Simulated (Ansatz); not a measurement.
CH9N3OTi, SMILES `C[O][Ti]([NH2])([NH2])[NH2]`, relaxed with RKS PBE-D4/def2-SVP in Ansatz from a rough embedded geometry. The force threshold is 0.03 eV/Å; the program also tests the step.

The species carries charge 0 and has multiplicity 1.

Start:

```xyz
15

C     1.908   -0.462    1.308
O     0.698   -1.092    1.298
Ti   -0.386   -0.227   -0.112
N    -2.318   -1.034   -0.066
N     0.403   -0.717   -1.952
N    -0.405    1.786    0.107
H     2.635   -0.944    1.926
H     1.730    0.605    1.638
H     2.345   -0.357    0.233
H    -2.770   -0.627   -0.882
H    -2.726   -0.502    0.795
H    -0.347   -0.663   -2.667
H     1.088    0.106   -2.194
H    -1.106    2.174   -0.535
H    -0.749    1.952    1.103
```

```tsv
step	energy (eV)	largest force (eV/Å)	largest move (Å)
1	-30794.5734	2.886	0.000
2	-30795.8514	1.270	0.194
3	-30796.1641	1.307	0.192
4	-30796.2910	0.395	0.200
5	-30796.3650	0.235	0.200
6	-30796.4346	0.225	0.200
7	-30796.4749	0.180	0.200
8	-30796.4890	1.023	0.198
9	-30796.5441	0.142	0.200
10	-30796.5544	0.442	0.200
11	-30796.5701	0.229	0.200
12	-30796.5768	0.116	0.200
13	-30796.5812	0.085	0.077
14 (rejected)	-30796.5760	0.508	0.097
15	-30796.5832	0.016	0.037
16	-30796.5837	0.036	0.032
17	-30796.5839	0.032	0.018
18	-30796.5840	0.035	0.020
19	-30796.5841	0.015	0.014
```

End:

```xyz
15

C     1.976   -0.650    1.443
O     0.712   -0.202    1.073
Ti   -0.505    0.174   -0.199
N    -2.049   -0.906    0.011
N     0.160   -0.209   -1.933
N    -0.971    2.014   -0.179
H     1.907   -1.453    2.213
H     2.586    0.176    1.879
H     2.540   -1.064    0.573
H    -3.017   -0.581   -0.079
H    -2.044   -1.814    0.491
H    -0.202   -0.912   -2.583
H     1.002    0.226   -2.328
H    -1.191    2.565   -1.015
H    -0.904    2.636    0.633
```

Run time 75 s (2 threads of an AMD EPYC 7R13 on a shared host); peak host memory 0.27 GiB.
